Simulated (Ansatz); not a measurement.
```yaml
crystal:
  periodic: [false, false, false]
  atoms:
    - {symbol: Mo, position_ang: [-0.334765, 0.301421, -1.207737]}
    - {symbol: Mo, position_ang: [0.138182, -1.319447, 0.776936]}
    - {symbol: Mo, position_ang: [0.071600, 1.203763, 1.223380]}
    - {symbol: S, position_ang: [2.050887, 1.967794, 1.460986]}
    - {symbol: S, position_ang: [1.326548, 0.691374, -2.486324]}
    - {symbol: S, position_ang: [-0.983275, -2.168943, -1.200810]}
    - {symbol: S, position_ang: [-0.780655, -0.424347, 2.711301]}
    - {symbol: S, position_ang: [2.196511, -1.862379, 0.825994]}
    - {symbol: S, position_ang: [-2.404141, -0.654818, -1.801080]}
    - {symbol: S, position_ang: [-1.280902, 2.265592, -0.302636]}
basis:
  gaussian: {orbitals: def2-TZVPD, initial_orbitals: start.molden}
total_charge: -1
magnetization: {spin_polarized: true, initial_magnetization: 1}
hamiltonian: {xc: pbe0, dispersion: d4}
scf: {omitted_lower_state_checks: [starts]}
output: {orbitals: {seedname: orbitals}}
```

The file start.molden holds the orbitals of an earlier run on this structure, at another level or in another basis.

```sh
$ ansatz run in.yaml --threads 6 --pin off --events-out ev --progress --plain --max-ram 7833MiB
```

Question: Does this run fit into the memory that it is given?

Answer: No. It has 442 basis functions, and Ansatz plans for 8.31 GiB where 7.64 GiB are given.
